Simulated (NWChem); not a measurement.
## Correlation energy of Ge₂

```xyz
2

Ge     0.0000     0.0000     1.1338
Ge     0.0000     0.0000    -1.1338
```
Charge 0, spin multiplicity 3.

All runs are NWChem calculations. All single points use one geometry, from UPBE0/def2-SVP, a minimum by its harmonic frequencies.

Basis set: def2-SVP. Each correlation energy counts from its own Hartree-Fock reference.

The Hamiltonian is non-relativistic. The correlated methods keep 18 core orbitals frozen. This spin state was chosen for the runs; another may lie lower. The structure started from a generated list of species. The unpaired electrons of the parent sit in orbitals of symmetry ag and b2u (D2h labels of the run); other states weren't searched. No SCF solution was tested for a lower state. Open-shell Hartree-Fock references start from PBE0 orbitals. Coupled-cluster values serve here as a point of comparison, not as the truth.

| method | correlation energy (mHa) |
|---|---|
| SCS-UMP2 | -368.5 |
| CCSD on ROHF | -407.7 |
| CCSD(T) on ROHF | … |
| UMP2 | -402.9 |
| CCSD(T) on UHF | -420.5 |
| CCSD on UHF | -402.8 |
| CCSD[T] on UHF | -422.2 |
| CCSD[T] on ROHF | … |

Question: Fill in the missing entries.

Answer: 
- CCSD(T) on ROHF, correlation energy (mHa): -426.3
- CCSD[T] on ROHF, correlation energy (mHa): -427.9
